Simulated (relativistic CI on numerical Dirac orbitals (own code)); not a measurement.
## d7 in a ligand field

Computed with a parametric ligand-field model of a d^n configuration (Racah B and C, spin-orbit zeta, crystal field), exact diagonalisation.

Field parameters in Wybourne normalisation: D3d B²₀ = −7Dσ, B⁴₀ = −14Dq − 21Dτ, B⁴₃ = −14√(10/7) Dq; D4h B²₀ = −7Ds, B⁴₀ = 21(Dq − Dt), B⁴₄ = 21√(5/14) Dq; Oh B⁴₀ = 21Dq, B⁴₄ = √(5/14) B⁴₀. The field is a parameter set, without covalency.

(1) Ground term and bands for B = 440, C = 2100, ζ = 0 cm⁻¹, D4h, 10Dq = 15400, Ds = -1500, Dt = 180 cm⁻¹?

(2) A d7 ion in Oh symmetry has the ground term 4T1 and bands at 2E 357 cm⁻¹, 4T2 4978 cm⁻¹ (2009 nm), 2T1 5133 cm⁻¹ (1948 nm), 2T2 5338 cm⁻¹ (1873 nm), 4T1 8955 cm⁻¹ (1117 nm), 4A2 10478 cm⁻¹ (954 nm). Which parameters reproduce them?

(3) Ground term and bands for B = 530, C = 2690, ζ = 0 cm⁻¹, D3d, 10Dq = 34550, Dσ = -1200, Dτ = 210 cm⁻¹?

(4) Ground term and bands for B = 310, C = 1290, ζ = 0 cm⁻¹, Oh, 10Dq = 38250 cm⁻¹?

(5) Ground term and bands for B = 1030, C = 3660, ζ = 0 cm⁻¹, D4h, 10Dq = 28050, Ds = -1500, Dt = -90 cm⁻¹?

## Answers

(1) Ground term 2B1 with 1.03 electrons in the two orbitals of the cubic e set. Spin-allowed: 2A1 4871 cm⁻¹ (2053 nm), 2E 12738 cm⁻¹ (785 nm), 2B2 14973 cm⁻¹ (668 nm), 2E 14993 cm⁻¹ (667 nm). Lowest spin-forbidden: 4E 5247 cm⁻¹ (1906 nm), 4A2 10199 cm⁻¹ (980 nm), 4B2 19328 cm⁻¹ (517 nm).

(2) B = 300, C = 1210, ζ = 0 cm⁻¹, Oh, 10Dq = 5500 cm⁻¹.

(3) Ground term 2E with 1.02 electrons in the two orbitals of the cubic e set. Spin-allowed: 2A2 32355 cm⁻¹ (309 nm), 2E 33254 cm⁻¹ (301 nm), 2A1 34228 cm⁻¹ (292 nm), 2E 34273 cm⁻¹ (292 nm). Lowest spin-forbidden: 4A2 21882 cm⁻¹ (457 nm), 4E 23469 cm⁻¹ (426 nm), 4A1 56392 cm⁻¹ (177 nm).

(4) Ground term 2E with 1.00 electrons in the two orbitals of the cubic e set. Spin-allowed: 2T1 37090 cm⁻¹ (270 nm), 2T2 37448 cm⁻¹ (267 nm), 2T1 39460 cm⁻¹ (253 nm), 2T2 45167 cm⁻¹ (221 nm). Lowest spin-forbidden: 4T1 31908 cm⁻¹ (313 nm), 4T2 69312 cm⁻¹ (144 nm), 4T1 73116 cm⁻¹ (137 nm).

(5) Ground term 2B1 with 1.03 electrons in the two orbitals of the cubic e set. Spin-allowed: 2A1 6215 cm⁻¹ (1609 nm), 2B2 27031 cm⁻¹ (370 nm), 2E 27156 cm⁻¹ (368 nm), 2E 30527 cm⁻¹ (328 nm). Lowest spin-forbidden: 4E 11992 cm⁻¹ (834 nm), 4A2 15682 cm⁻¹ (638 nm), 4E 39012 cm⁻¹ (256 nm).
